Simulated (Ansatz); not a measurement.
Reactions of C₃H₄AlF (`[CH3][Al]1[CH]=[C]1F`).

Program: Ansatz. Geometries: PBE0-D4/def2-TZVP. ΔE: electronic, gas phase. CCSD(T)/CBS adds triple-zeta CCSD(T) − MP2 to the extrapolated MP2 energy (def2 sets, frozen cores). This one scheme is used for every species, atoms too. DFT in def2-TZVPP. Open shells (•) are unrestricted, without spin–orbit coupling. Spin–orbit coupling would lower the free atoms: a little for Al, C, F. For Br, Ga, Se outer-core shells are correlated without core-valence functions, so the limit isn't a true one: a few kJ/mol of doubt a bond, and 10 to 20 or more in all where bonds break to atoms. Scalar relativity is left out up to krypton. Each species was taken in one conformer, which may not be the lowest.

| reaction | CCSD(T)/CBS(def2) (kcal/mol) |
| --- | --- |
| `[CH3][Al]1[CH]=[C]1F` + H₂ → `F[C]1=[CH][AlH]1` + CH₄ | -4.5 |
| `[CH3][Al]1[CH]=[C]1F` + H₂O → `[OH][Al]1[CH]=[C]1F` + CH₄ | -29.2 |
| `[CH3][Al]1[CH]=[C]1F` + H₂ → `[CH3][Al]1[CH]=[CH]1` + H–F | -19.1 |
| `[CH3][Al]1[CH]=[C]1F` → `F[C]1=[CH][AlH]1` + `[CH2]` (triplet) | 115.8 |
| `[CH3][Al]1[CH]=[C]1F` + `OB(O)Br` → `COB(O)Br` + `F[C]1=[CH][AlH]1` | 24.2 |
| `[CH3][Al]1[CH]=[C]1F` + `[OH][GaH][SeH]` → `C[O][GaH][SeH]` + `F[C]1=[CH][AlH]1` | ? |
| `[CH3][Al]1[CH]=[C]1F` → Al• + 3 C• + F• + 4 H• | 827.9 |
| `[CH3][Al]1[CH]=[C]1F` → `C=[C]1[AlH][CH]1F` | ? |

Fill in the missing values. (Estimate.)

Computed: `[CH3][Al]1[CH]=[C]1F` + `[OH][GaH][SeH]` → `C[O][GaH][SeH]` + `F[C]1=[CH][AlH]1`: +26.2 kcal/mol; `[CH3][Al]1[CH]=[C]1F` → `C=[C]1[AlH][CH]1F`: +29.3 kcal/mol.

Largest T1 diagnostic: 0.018, for Al•.
